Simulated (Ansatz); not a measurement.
Ideal-gas functions of C$_{2}$H$_{3}$NTe, SMILES `NC#C[TeH]` at 500 K and 1 bar, from an Ansatz frequency run at PBE0-D4/def2-TZVP.

Molar mass 168.65 g/mol, point group Cs (symmetry number 1), electronic degeneracy 1, moments of inertia 4.476, 401.744, 403.326 u Å². Harmonic wavenumbers (cm⁻¹, unscaled): 100, 170, 314, 376, 385, 427, 493, 722, 1173, 1224, 1639, 2102, 2275, 3579, 3672.

Use S(trans) = R[1.5 ln M + 2.5 ln T − 1.1517]; rotational temperatures θ = 24.2544 K / I; S(rot) = R[ln(√π/σ · √(T³/θAθBθC)) + 1.5]; for each mode x = 1.438777 ν̃/T, S = R[x/(eˣ − 1) − ln(1 − e⁻ˣ)] and H = RT x/(eˣ − 1); 1 cm⁻¹ = 0.0119627 kJ/mol; R = 8.31446 J/(mol·K).

Question: By hand: the entropy, in J/(mol·K).

Answer: Translation 183.6. Rotation: θ = 5.4188, 0.0604, 0.0601 K, giving 111.1. Vibration, mode by mode: 18.70, 14.34, 9.43, 8.05, 7.88, 7.11, 6.07, 3.59, 1.28, 1.14, 0.43, 0.14, 0.09, 0.00, 0.00, in all 78.3. Electronic 0.0. Sum 373.0 J/(mol·K).

Question: By hand: H − E and G − E in kJ/mol, counted from the electronic energy.

Answer: Zero-point energy ½ × 18651 × 0.0119627 = 111.6; thermal vibration 20.4; translation, rotation and pV give 4 RT = 16.6. H − E = 148.6 kJ/mol, and G − E = 148.6 − 500 × 373.0/1000 = -37.9 kJ/mol.

Vibration gives 21 % of the entropy, 18.7 J/(mol·K) of it from the mode under 150 cm⁻¹: soft modes count most, and the harmonic formula is weakest for them. The sum counts one conformer and one mirror image; others add a mixing term.
